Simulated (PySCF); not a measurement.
Cartesian coordinates (Å):
```xyz
14

C     -2.5588    -0.0846    -0.1521
Si    -0.8802     0.1290     0.6620
Si     0.8802    -0.1290    -0.8597
C      2.5588     0.0846    -0.0456
H     -3.3623     0.0402     0.5769
H     -2.6994     0.6529    -0.9452
H     -2.6494    -1.0792    -0.5938
H     -0.7870     1.4816     1.2862
H     -0.7193    -0.8664     1.7626
H      0.7870    -1.4816    -1.4840
H      0.7193     0.8664    -1.9603
H      2.6494     1.0792     0.3960
H      2.6994    -0.6529     0.7475
H      3.3623    -0.0402    -0.7747
```
Charge 0, multiplicity 1.

Q: Predict the total energy, dipole moment, LUMO, HOMO–LUMO gap and HOMO from PBE0-D3(BJ)/def2-TZVP (PySCF).

A: 
```
Item                  Value
-------------  ------------
total energy   -660.9337 Ha
dipole moment        0.00 D
LUMO                0.05 eV
HOMO–LUMO gap       7.75 eV
HOMO               -7.70 eV
```
